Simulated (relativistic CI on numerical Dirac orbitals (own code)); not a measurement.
**One change at a time: Os68+**

Base calculation: Dirac-Coulomb-Breit CI, KLI orbitals optimised for each configuration, a model potential for QED, unscaled Slater integrals.

CI space (outside the closed core 1s2): 2s2.2p4, 2s.2p5, 2p6, 2p5.3s, 2s2.2p3.3s, 2p5.3p, 2p5.3d, 2s2.2p3.3p, 2s2.2p3.3d, 2s.2p4.3s, 2s.2p4.3p, 2s.2p4.3d, 2s2.2p3.4s, 2s2.2p3.4p, 2s2.2p3.4d, 2s2.2p3.4f. Levels of other configurations are missing.

The lowest level and the first level of each name with at least 55 % of one term (blank where a level has no safe partner in the second run):

| Level | Base (eV) | Shift (eV) |
| --- | --- | --- |
| 2s2.2p4 3P_2 | 0.0 | 0.0 |
| 2s2.2p4 1S_0 | 63.6 | 0.0 |
| 2s2.2p4 3P_1 | 1584.3 | +0.1 |
| 2s2.2p4 1D_2 | 1603.3 | +0.1 |
| 2s.2p5 3P°_2 | 2010.2 | +0.3 |
| 2s.2p5 1P°_1 | 2098.4 | +0.3 |
| 2s2.2p4 3P_0 | 3215.0 | +0.2 |
| 2s.2p5 3P°_0 | 3607.3 | +0.3 |
| 2s.2p5 3P°_1 | 3646.6 | +0.3 |
| 2p6 1S_0 | 4149.4 | +0.7 |
| 2s2.2p3.3p 3P_0 | 9762.9 | -0.6 |
| 2s2.2p3.3d 3P°_0 | 9845.2 | -1.3 |
| 2s2.2p3.3s 3S°_1 | 10703.3 | +0.4 |
| 2s2.2p3.3s 3D°_3 | 10715.3 | +0.3 |

At this charge energies of transitions that change n are usually good to better than 1 %, and those within a shell (Δn = 0) to a few per cent.

Question: One thing was changed in a second run, which moved the levels as shown. Which?
A. QED terms removed
B. one mean potential for all configurations
C. configuration mixing switched off
D. Breit term removed
E. only the first 3 configurations

Answer: B. One mean potential for all configurations. One potential for all configurations removes the relaxation of the orbitals, which moves whole configurations and changes the integrals a little.

LS names give the leading component of a level, which can be under half, so a name can repeat, a term be missing and a line seem to break the LS rules.
